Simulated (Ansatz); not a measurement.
Energy difference R1 + R2 → P1 + P2, each structure at its B3LYP-D3(BJ)/def2-TZVP stationary point, reached from a drawn start (curvature not checked).
R1, H9NSi3 (SMILES [SiH3]N([SiH3])[SiH3]) (charge 0, multiplicity 1, Z-matrix in Å and degrees):
```
N
Si 1 1.7445
Si 1 1.7445 2 119.79
Si 1 1.7445 2 119.79 3 -170.89
H 4 1.4796 1 108.99 2 -154.81
H 4 1.4796 5 110.37 1 -119.66
H 3 1.4796 1 108.99 2 34.30
H 2 1.4796 1 108.99 3 -34.30
H 3 1.4796 7 110.37 1 -119.66
H 2 1.4796 8 110.37 1 119.66
H 4 1.4841 5 108.21 6 -118.23
H 3 1.4841 7 108.21 9 -118.23
H 2 1.4841 8 108.21 10 118.23
```
R2: NH2 (SMILES [NH2]), charge 0, multiplicity 2.
P1: H8NSi3 (SMILES [SiH2]N([SiH3])[SiH3]), charge 0, multiplicity 2.
P2, NH3 (SMILES N) (charge 0, multiplicity 1, Z-matrix in Å and degrees):
```
N
H 1 1.0136
H 1 1.0136 2 107.33
H 1 1.0136 2 107.33 3 -115.10
```

P less R. No zero-point or thermal terms; singlets are restricted closed shells; open shells are unrestricted.

Frozen-core correlation throughout.

Programs: Ansatz (an electronic-structure program). Each number belongs to the level named beside it.

Total energies in hartree:

| structure | PBE/def2-TZVPP | r2SCAN/def2-TZVPP | CCSD(T)/cc-pV(T+d)Z |
|---|---|---|---|
| R1 | -928.197582 | -928.628375 | -927.309019 |
| R2 | -55.830743 | -55.872257 | -55.793596 |
| P1 | -927.556653 | -927.984215 | -926.658920 |
| P2 | -56.510610 | -56.548531 | -56.473042 |

Problem. Work out the reaction energy at each level in eV (1 hartree = 27.21139 eV), and say how far PBE/def2-TZVPP lies from CCSD(T)/cc-pV(T+d)Z.

Solution. 
- PBE/def2-TZVPP: (-927.556653) + (-56.510610) − (-928.197582) − (-55.830743) = -0.038938 hartree = -1.060 eV
- r2SCAN/def2-TZVPP: (-927.984215) + (-56.548531) − (-928.628375) − (-55.872257) = -0.032114 hartree = -0.874 eV
- CCSD(T)/cc-pV(T+d)Z: (-926.658920) + (-56.473042) − (-927.309019) − (-55.793596) = -0.029347 hartree = -0.799 eV
PBE/def2-TZVPP less CCSD(T)/cc-pV(T+d)Z: -0.261 eV. CCSD(T)/cc-pV(T+d)Z is the level counted from, the highest shown, and no exact or measured value.
